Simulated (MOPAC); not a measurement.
MOPAC input (PM3):

```
PM3 FORCE THERMO(298,298) PRECISE LET UHF MS=0.5 GEO-OK AUX(PRECISION=9) THREADS=1
H3P2

P     0.90620274 1   -0.40444462 1    0.32422125 1
P    -0.82034412 1    0.29288260 1   -0.31228211 1
H     1.76620494 1    0.62874884 1    0.21618106 1
H    -1.16406392 1    1.52654036 1   -0.09142921 1
H    -1.79431522 1   -0.40857060 1    0.18204851 1
```

Output:

```
 *******************************************************************************
 **                                                                           **
 **                              MOPAC v23.2.5                                **
 **                                                                           **
 *******************************************************************************
 ** MOPAC's Digital Object Identifier: https://doi.org/10.5281/zenodo.6511958 **
 **                                                                           **
 ** Please cite the open-source release paper for use of this MOPAC version:  **
 ** J. E. Moussa and J. J. P. Stewart (2026)                                  **
 ** MOPAC: An open-source semiempirical molecular orbital program             **
 ** J. Open Source Softw., 11(119), 8025, https://doi.org/10.21105/joss.08025 **
 *******************************************************************************

                              PM3 CALCULATION RESULTS

 *******************************************************************************
 *  PM3        - The PM3 Hamiltonian to be used
 *  GEO-OK     - OVERRIDE INTERATOMIC DISTANCE AND OTHER SAFETY CHECKS
 *  UHF        - UNRESTRICTED HARTREE-FOCK CALCULATION
 *  MS=        - IN MECI, MAGNETIC COMPONENT OF SPIN =  0.5
 *  LET        - OVERRIDE SOME SAFETY CHECKS
 *  PRECISE    - TIGHTER CRITERIA TO BE USED
 *  FORCE      - FORCE CALCULATION SPECIFIED
 *  AUX        - OUTPUT AUXILIARY INFORMATION
 *  THERMO     - THERMODYNAMIC QUANTITIES TO BE CALCULATED
 *******************************************************************************
PM3 FORCE THERMO(298,298) PRECISE LET UHF MS=0.5 GEO-OK AUX(PRECISION=9) THREADS=1
 H3P2

   ATOM   CHEMICAL          X               Y               Z
  NUMBER   SYMBOL      (ANGSTROMS)     (ANGSTROMS)     (ANGSTROMS)

     1       P          0.90620274  *  -0.40444462  *   0.32422125  *
     2       P         -0.82034412  *   0.29288260  *  -0.31228211  *
     3       H          1.76620494  *   0.62874884  *   0.21618106  *
     4       H         -1.16406392  *   1.52654036  *  -0.09142921  *
     5       H         -1.79431522  *  -0.40857060  *   0.18204851  *

          CARTESIAN COORDINATES

    NO.       ATOM           X           Y           Z

     1         P          0.9062     -0.4044      0.3242
     2         P         -0.8203      0.2929     -0.3123
     3         H          1.7662      0.6287      0.2162
     4         H         -1.1641      1.5265     -0.0914
     5         H         -1.7943     -0.4086      0.1820

  H: (PM3): J. J. P. STEWART, J. COMP. CHEM. 10, 209 (1989).
  P: (PM3): J. J. P. STEWART, J. COMP. CHEM. 10, 209 (1989).

           Empirical Formula: H3 P2  =     5 atoms

      MOLECULAR POINT GROUP   :   C1

          UHF CALCULATION, NO. OF ALPHA ELECTRONS =    7
                           NO. OF BETA  ELECTRONS =    6

          HEAT OF FORMATION =      13.650525 KCALS/MOLE

[...]
 TRANSITION DIPOLE   0.3126         P 1 -- P 2         +29.3% ( 59.7%)     91.8%
 TRAVEL (Ang.)       0.1999         P 2 -- H 5         +15.9% ( 44.0%)      5.5%
 REDUCED MASS        3.0529         P 1 -- H 3          +9.8% ( 34.5%)      8.8%
 EFFECTIVE MASS     12.3125
 FORCE CONSTANT      0.5492

 VIBRATION          5    5A          ATOM PAIR     ENERGY CONTRIBUTION    RADIAL
 FREQUENCY           727.79         P 1 -- H 3         +58.3% ( 67.6%)      4.0%
 TRANSITION DIPOLE   0.3870         P 2 -- H 5         +23.5% ( 42.9%)     14.0%
 TRAVEL (Ang.)       0.4244         P 2 -- H 4         +15.4% ( 34.8%)      3.2%
 REDUCED MASS        0.5143         P 1 -- P 2          +2.8% ( 14.7%)      0.1%
 EFFECTIVE MASS      2.3080
 FORCE CONSTANT      0.1605

 VIBRATION          6    6A          ATOM PAIR     ENERGY CONTRIBUTION    RADIAL
 FREQUENCY           939.26         P 2 -- H 5         +52.4% ( 57.5%)      0.5%
 TRANSITION DIPOLE   0.6189         P 2 -- H 4         +46.2% ( 54.0%)      1.3%
 TRAVEL (Ang.)       0.3773         P 1 -- P 2          +1.2% (  8.6%)     79.7%
 REDUCED MASS        0.5042         P 1 -- H 3          +0.2% (  3.5%)      3.9%
 EFFECTIVE MASS      1.4754
 FORCE CONSTANT      0.2621

 VIBRATION          7    7A          ATOM PAIR     ENERGY CONTRIBUTION    RADIAL
 FREQUENCY          1569.29         P 2 -- H 4         +59.1% ( 79.0%)     98.4%
 TRANSITION DIPOLE   1.7946         P 2 -- H 5         +33.9% ( 59.8%)     94.0%
 TRAVEL (Ang.)       0.3016         P 1 -- H 3          +6.7% ( 26.7%)     99.9%
 REDUCED MASS        0.4725         P 1 -- P 2          +0.2% (  4.4%)     57.2%
 EFFECTIVE MASS      1.3048
 FORCE CONSTANT      0.6856

 VIBRATION          8    8A          ATOM PAIR     ENERGY CONTRIBUTION    RADIAL
 FREQUENCY          1617.32         P 1 -- H 3         +93.1% ( 96.4%)     99.9%
 TRANSITION DIPOLE   0.3016         P 2 -- H 4          +3.8% ( 19.5%)     98.2%
 TRAVEL (Ang.)       0.2213         P 2 -- H 5          +2.9% ( 17.1%)     95.0%
 REDUCED MASS        0.8510         P 1 -- P 2          +0.1% (  3.7%)     20.6%
 EFFECTIVE MASS      1.3080
 FORCE CONSTANT      1.3115

 VIBRATION          9    9A          ATOM PAIR     ENERGY CONTRIBUTION    RADIAL
 FREQUENCY          1664.84         P 2 -- H 5         +64.2% ( 78.6%)     99.2%
 TRANSITION DIPOLE   0.4919         P 2 -- H 4         +35.6% ( 58.5%)     97.1%
 TRAVEL (Ang.)       0.2729         P 1 -- P 2          +0.2% (  4.0%)      0.0%
 REDUCED MASS        0.5438
 EFFECTIVE MASS      1.3699
 FORCE CONSTANT      0.8881

      SYMMETRY NUMBER FOR POINT-GROUP C1  =  1

          SYSTEM IS A GROUND STATE

 H3P2

          MOLECULE IS NOT LINEAR

          THERE ARE  9 GENUINE VIBRATIONS IN THIS SYSTEM
          THIS THERMODYNAMICS CALCULATION IS LIMITED TO
          MOLECULES WHICH HAVE NO INTERNAL ROTATIONS

                    CALCULATED THERMODYNAMIC PROPERTIES
                                          *
   TEMP. (K)   PARTITION FUNCTION   H.O.F.    ENTHALPY  HEAT CAPACITY ENTROPY
                                   KCAL/MOL   CAL/MOLE    CAL/K/MOL  CAL/K/MOL

 298.00  VIB.     0.1766D+01                   780.4657     6.8245     3.7495
         ROT.     0.1091D+05                   888.2803     2.9808    21.4569
         INT.     0.1927D+05                  1668.7460     9.8053    25.2063
         TRA.     0.5063D+27                  1480.4672     4.9680    38.4304
         TOT.                       13.651    3149.2132    14.7733    63.6367

   *: NOTE: HEATS OF FORMATION ARE RELATIVE TO THE
            ELEMENTS IN THEIR STANDARD STATE AT 298K
              (=  Standard Enthalpy of Formation).

            Hvib:  Zero-point energy is not included.
                   frequencies of less than zero cm-1 are not included.
            Hrot = (3/2)RT
            Htra = (3/2)RT + pV = (5/2)RT

            Heat capacity is Cp, not Cv

          For more information, see: HTTP://OpenMOPAC.net/Manual/thermochemistry.html

           FORCE CONSTANT IN CARTESIAN COORDINATES (Millidynes/A)

    ATOM   CHEMICAL       X               Y               Z
   NUMBER   SYMBOL  FORCE CONSTANT  FORCE CONSTANT  FORCE CONSTANT

      1       P        2.336336        1.721937        0.112909
      2       P        2.967165        2.326993        0.953213
      3       H        0.342694        1.386387        0.052882
      4       H        0.585449        0.874126        0.436197
      5       H        0.463641        1.195631        0.314561

 **********************
 *                    *
 * JOB ENDED NORMALLY *
 *                    *
 **********************

 == MOPAC DONE ==
```
